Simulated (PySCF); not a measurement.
Compound: C4H9AsO.
SMILES: `O[C@@H]1CC[AsH]C1`

A linear-response calculation (PySCF, def2-SVPD basis, gas phase, vertical, core orbitals frozen in the response) gave these numbers; the functional is withheld.

Orbital energies (eV): HOMO-3 -9.09, HOMO-2 -8.55, HOMO-1 -7.93, HOMO -6.75, LUMO 0.20, LUMO+1 0.55, LUMO+2 0.98.

| state | E (eV) | f | main configurations (H = HOMO, L = LUMO) |
| --- | --- | --- | --- |
| S1 | 5.92 | 0.027 | H→L (95%) |
| S2 | 6.16 | 0.075 | H→L+1 (97%) |
| S3 | 6.76 | 0.069 | H→L+2 (82%), H-1→L (8%) |
| S4 | 6.84 | 0.015 | H-1→L (82%), H→L+2 (8%) |
| S5 | 7.01 | 0.074 | H→L+3 (54%), H→L+4 (42%) |
| S6 | 7.18 | 0.060 | H→L+4 (53%), H→L+3 (42%) |

Triplets, Tamm–Dancoff:

```csv
state,E (eV),λ (nm),"main configurations (H = HOMO, L = LUMO)"
T1,5.10,243.1,H→L+1 (91%)
T2,5.23,237.2,"H→L (56%), H→L+2 (35%)"
T3,6.27,197.6,"H→L (36%), H→L+2 (36%), H→L+4 (17%)"
T4,6.54,189.5,"H-1→L (54%), H→L+4 (21%), H→L+3 (8%)"
```

Vertical ionisation energy by ΔSCF with the same functional: 8.78 eV. Mean static polarisability: 81.9 au.

Task: Name the functional.
A. CAM-B3LYP
B. PBE0
C. HF
D. PBE

Result: B. PBE0 is a global hybrid with 25% exact exchange. In this run −ε(HOMO) = 6.75 eV differs from the ΔSCF value by -2.02 eV, and S1 differs from the orbital gap of 6.95 eV by -1.03 eV. The ratio −ε(HOMO)/IP is 0.77. Small neutral molecules mostly give 0.7 to 0.83 with PBE0, 0.5 to 0.7 with PBE, 0.85 to 0.93 with CAM-B3LYP; with Hartree–Fock the ratio is 1 or more (Koopmans' value less the relaxation energy is the ΔSCF value).

The calculation used TDDFT PBE0/def2-SVPD, vertical, gas phase, core orbitals frozen in the response (PySCF 2.14.0, density-fitted response routines). Isolated species at its PBE0-D3(BJ)/def2-SVP geometry (one conformer only). The PBE0/def2-SVPD calculation is non-relativistic and has no spin–orbit coupling, an omission that weighs most on arsenic.

The run took 2.1 min of wall time (grids of density and orbitals included) on an Arm Neoverse V1 with one thread, shared host with 32 logical CPUs at a one-minute load of 13, and the process peaked at 1.0 GiB of memory.

Without π bonds the low states are Rydberg-like; a valence basis with one diffuse set may place them up to an eV too high.
